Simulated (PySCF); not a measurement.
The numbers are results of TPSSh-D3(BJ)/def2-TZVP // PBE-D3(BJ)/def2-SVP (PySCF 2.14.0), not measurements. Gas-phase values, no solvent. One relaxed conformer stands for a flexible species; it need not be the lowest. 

Reference species: [W(OH)6] (neutral, multiplicity 1).

The HOMO is -7.89 eV and the HOMO–LUMO gap comes out as 4.71 eV. The LUMO is -3.18 eV. The coordination number is 6.

Changed species: [W(OH)(NH2)5] (5 of 6 OH replaced by NH2; the reference has 0 of 6 OH replaced by NH2).

Give the shifts of the HOMO, HOMO–LUMO gap, LUMO and coordination number.

the HOMO rises by 2.18 eV, to -5.71 eV; the HOMO–LUMO gap falls by 0.83 eV, to 3.88 eV; the LUMO rises by 1.34 eV, to -1.84 eV; the coordination number is nearly the same.
